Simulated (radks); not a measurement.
Spin polarisation of the 5d2 shell in the lanthanum ion La+. Start: [Xe] 5d(up 1, down 1); electrons of 5d are moved from spin down to spin up, other shells keep equal spins. All-electron calculation, scalar-relativistic Kohn-Sham, SCAN, spin-polarised, spherical densities, finite nucleus; meta-GGA in the generalised Kohn-Sham scheme; Fermi nuclear charge, rms radius of each element as measured or else 0.836 A^(1/3) + 0.57 fm. Program: a radial shooting solver on a logarithmic mesh with Libxc functionals.

moment (Bohr magnetons)  E - E(0) (eV)  e(5d up) (eV)  e(5d down) (eV)  5p down minus up (eV)  5s down minus up (eV)  4d down minus up (eV)
0                                0.000         -6.920           -6.920                  0.000                  0.000                  0.000
0.5                             -0.050         -7.104           -6.703                  0.222                  0.126                  0.024
1                               -0.202         -7.261           -6.444                  0.449                  0.257                  0.047
1.5                             -0.462         -7.394           -6.112                  0.682                  0.392                  0.069

At moment 1.5 the spin-polarisation energy is -0.462 eV and the 5d exchange splitting 1.283 eV, that is 0.855 eV per Bohr magneton; E = -I m^2/4 would give I = 0.822 eV.
